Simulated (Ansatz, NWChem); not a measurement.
**BBr2F (SMILES FB(Br)Br): from total energies to a heat of formation**

The species is BBr2F (4 atoms), meant as a singlet with charge 0. SMILES: `FB(Br)Br`. The coordinates come from a PBE0-D4/def2-TZVP relaxation.

Total energies at r2SCAN/cc-pVDZ (NWChem 7.3.0); the atoms run unrestricted:

| species | state | energy (Eh) |
| --- | --- | --- |
| BBr2F | singlet | -5272.998759 |
| F | doublet | -99.686132 |
| B | doublet | -24.634160 |
| Br | doublet | -2574.065592 |

Harmonic wavenumbers at PBE0-D4/def2-TZVP, in cm⁻¹: 170, 303, 423, 473, 878, 1336.

Measured heats of formation of the gaseous atoms at 298.15 K, in kJ/mol: F 79.4, B 570.3, Br 111.9. Spin-orbit lowering of the atoms at 298 K (mean of the ground term's levels less their thermal mean, from spectra), in kJ/mol: F 1.29, B 0.00, Br 14.69. Take 1 Eh = 2625.50 kJ/mol, 1 cm⁻¹ = 0.0119627 kJ/mol, RT = 2.479 kJ/mol.

Task: What heat of formation follows?

Result: 
1. Electronic atomisation energy: (-99.686132) + (-24.634160) + 2 × (-2574.065592) − (-5272.998759) = 0.547283 Eh = 1436.9 kJ/mol.
2. Zero-point energy: half the sum of the wavenumbers, 1791.5 cm⁻¹ = 21.4 kJ/mol.
3. Thermal vibrational enthalpy, Σ hcν̃/(exp(hcν̃/kT) − 1): 4.3 kJ/mol. Translation, rotation and pV of a non-linear molecule: 4 RT = 9.9 kJ/mol.
4. The 4 free atoms carry 5/2 RT each: 24.8 kJ/mol.
5. Spin-orbit coupling lowers the free atoms by 1.29 + 0.00 + 2 × 14.69 = 30.7 kJ/mol.
6. Atomisation enthalpy at 298 K: 1436.9 − 30.7 − 21.4 − 4.3 − 9.9 + 24.8 = 1395.4 kJ/mol.
7. Sum of the atoms' heats of formation: 873.5 kJ/mol. Heat of formation: 873.5 − 1395.4 = -521.9 kJ/mol.

The tabulated value is -514.6 kJ/mol (NIST-JANAF tables; in doubt, as an older value, an estimate or one at odds with other calculations), so this level is off by -7.3 kJ/mol, or 0.5 % of the atomisation enthalpy that the table implies (1388.0 kJ/mol). So close a hit in a small basis owes something to errors that cancel. Relativity is left out. Anharmonicity and any spin-orbit splitting of the molecule are left out.
